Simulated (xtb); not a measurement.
1-fluorobutane (C4H9F), SMILES CCCCF. All values are semi-empirical tight-binding results from xtb (GFN2-xTB unless named), good for trends rather than for accurate numbers. Geometry optimised at GFN2-xTB. Other conformers were not sampled.

```
Item                                             Result
----------------------------------------  -------------
orbital gap                                    12.97 eV
dipole moment                                    2.28 D
zero-point energy                         77.2 kcal/mol
G − E(el) at 298.15 K (modified RRHO)     58.4 kcal/mol
static polarisability (D4 model)             52.4 bohr³
solvation energy, GFN2-xTB/ALPB(water)    -2.2 kcal/mol
solvation energy, GFN2-xTB/ALPB(acetone)  -4.7 kcal/mol
```

Computed IR lines (harmonic; lines under 4 % of the strongest left out, lines within 3 cm⁻¹ merged):
ν (cm⁻¹): 113 (w), 501 (w), 780 (w), 883 (m), 967 (m), 982 (m), 1078 (s), 1103 (m), 1134 (m), 1143 (m), 1332 (m), 1504 (w), 2939 (s), 2947 (s), 2969 (m), 2985 (s), 2992 (s), 2997 (s), 3031 (vs), 3036 (vs), 3043 (s) (against the strongest line: vs over 80 %, s over 45 %, m over 15 %, w over 4 %, vw less)
